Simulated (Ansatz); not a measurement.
This Ansatz (a first-principles code) input (MP2/cc-pV5Z) gives -37.76783 Eh with 91 basis functions. A basis named .json is the Basis Set Exchange file of that set (core-valence sets with the plain set on hydrogen).

Ansatz 0.2 input:
```yaml
crystal:
  periodic: [false, false, false]
  atoms:
    - {symbol: C, position_ang: [0.00000000, 0.00000000, 0.00000000]}
basis:
  gaussian:
    orbitals: cc-pV5Z
magnetization: {spin_polarized: true, initial_magnetization: 2}
correlation: {method: mp2, electrons: outside_noble_gas}
scf: {lower_state_search: full}
```

Change:
```diff
- orbitals: cc-pV5Z
+ orbitals: pcseg-4.json
```

Task: What does the run give now?

Result: -37.76637 Eh (MP2/pcseg-4, 101 functions), a change of +1.46 mEh.
